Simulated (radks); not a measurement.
The gadolinium ion Gd48+, configuration [Ne] 3s2 3p4 (the NIST ground configuration).

All-electron calculation, scalar-relativistic Kohn-Sham, PBEsol, spin-polarised, spherical densities, finite nucleus; open shells are filled with parallel spins first (spin-orbit coupling, left out, can overturn this in heavy ions); Fermi nuclear charge, rms radius 5.1569 fm. Program: a radial shooting solver on a logarithmic mesh with Libxc functionals.

Energy parts (eV):
total: -246285.11
kinetic: 268220.17
electron-nucleus: -540065.96
Hartree: 29230.19
exchange-correlation: -3669.52

Orbitals (lengths in bohr, moments of r in powers of bohr; r(90%) holds 90 % of the orbital's charge):
orbital,occ.,eigenvalue (eV),<r>,r(90%)
1s up,1,-53319.80,0.02191,0.0396
1s down,1,-53313.57,0.02191,0.0396
2s up,1,-11391.44,0.09227,0.142
2s down,1,-11386.79,0.09224,0.142
2p up,3,-10509.80,0.08128,0.132
2p down,3,-10503.42,0.08127,0.132
3s up,1,-4474.206,0.2242,0.325
3s down,1,-4456.812,0.2244,0.326
3p up,3,-4205.682,0.2186,0.323
3p down,1,-4188.139,0.2188,0.324
3d up,0,-3926.574,0.1929,0.293
3d down,0,-3911.635,0.1928,0.293
4s up,0,-2351.408,0.4204,0.591
4s down,0,-2345.186,0.4211,0.592

The highest occupied level is 3p down at -4188.1 eV. For comparison, the ionisation energy in NIST's Atomic Spectra Database is 4191 eV (theoretical). In exact Kohn-Sham theory the highest level is minus the ionisation energy, but local and semilocal functionals leave it too shallow, through self-interaction and a potential that decays too fast; potentials with the right tail come closer. Spin moment in Bohr magnetons: 2. Summed over all electrons, <r^2> = 0.4048 bohr^2, which gives a Langevin (diamagnetic) susceptibility term of -0.321 x 10^-6 cm^3/mol. The density falls to 0.001 e/bohr^3 at r = 0.66 bohr. The spin density at the nucleus is -21.28 e/bohr^3 (1s -44.39, 2s -0.85, 3s 23.95).
